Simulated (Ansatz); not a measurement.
The molecule GeP, multiplicity 4 (an upper state: multiplicity 2 came lower at CCSD(T)/def2-TZVPP on PBE0 minima). No spin–orbit coupling. Ge is treated without relativity.

Seven points along R, fitted to fifth degree in 1/R; most abundant isotopes. In def2 and cc sets the state is the lowest found near the PBE0 minimum, followed along R.

Correlated levels freeze the inner cores; with def2 sets outer-core shells near the valence are correlated too.

Codes used: Ansatz (a quantum-chemistry and plane-wave program) with Gaussian orbitals. Values without a source in brackets are computed.

Energies at CCSD/def2-TZVPP:

```json
[
 {"R (Å)": "2.257566", "E (hartree)": "-2416.36392371"},
 {"R (Å)": "2.318254", "E (hartree)": "-2416.36751669"},
 {"R (Å)": "2.374086", "E (hartree)": "-2416.36924913"},
 {"R (Å)": "2.437201", "E (hartree)": "-2416.36975263"},
 {"R (Å)": "2.500316", "E (hartree)": "-2416.36902974"},
 {"R (Å)": "2.573140", "E (hartree)": "-2416.36702291"},
 {"R (Å)": "2.658102", "E (hartree)": "-2416.36351484"}
]
```

Q: With a reduced mass of 21.8277 u, find the minimum, the force constant and the constants.

A: A fifth-degree polynomial in 1/R puts the minimum at r_e = 2.4291 Å with force constant 138 N/m. Then ω_e = (1/2πc)√(k/μ) = 327 cm⁻¹ and B_e = h/(8π²cμr_e²) = 0.1309 cm⁻¹; the cubic and quartic terms give α_e = 0.00066 and ω_e x_e = 1.2 cm⁻¹.
